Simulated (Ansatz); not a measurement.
Gas-phase electronic energies from Ansatz, PBE0-D4/def2-TZVP geometries. CBS: MP2 limit from def2 TZ/QZ plus the TZ coupled-cluster correction, frozen cores. This one scheme is used for every species. DFT in def2-TZVPP. B3LYP here is the variant with VWN-RPA as its local correlation; programs differ in this. For Br outer-core shells are correlated without core-valence functions, which leaves a few kJ/mol of doubt a bond. Scalar relativity is left out up to krypton. One conformer a species, not always the lowest.

Reaction (formal exchange of groups at the Si–N bond): `N[SiH](Br)C=O` + `C1=CC1` → `O=C[SiH2]Br` + `NC1=CC1`

```tsv
level	ΔE (kcal/mol)	difference from CCSD(T)/CBS
PBE-D4	19.8	-5.7
r2SCAN-D4	22.3	-3.2
PBE0-D4	21.0	-4.5
B3LYP-D4	22.6	-2.9
ωB97X-V	22.9	-2.6
ωB97M-V	24.3	-1.2
B2PLYP	23.2	-2.3
PBE	19.1	-6.4
r2SCAN	22.2	-3.3
PBE0	20.5	-5.0
B3LYP	21.6	-3.9
HF/def2-TZVPP	24.1	-1.4
MP2/def2-TZVPP	25.0	-0.5
SCS-MP2/def2-TZVPP	24.8	-0.7
CCSD/def2-TZVPP	24.8	-0.7
CCSD(T)/def2-TZVPP	24.7	-0.8
HF/def2-QZVPP	24.2	-1.3
MP2/def2-QZVPP	25.6	0.1
SCS-MP2/def2-QZVPP	25.4	-0.1
HF/CBS(def2)	24.2	-1.3
MP2/CBS(def2)	25.9	0.4
CCSD/CBS(def2)	25.7	0.2
CCSD(T)/CBS	25.5	0
```

Largest T1 diagnostic among the species: 0.012.

From PBE to PBE0 (25 % exact exchange), in def2-TZVPP and without D4, ΔE moves by +1.3 kcal/mol. The D4 term adds +1.0 kcal/mol with B3LYP and +0.6 kcal/mol with PBE0; it sums over pairs of atoms, weighted by their polarisabilities, and B3LYP, whose exchange is more repulsive, gets the larger term.
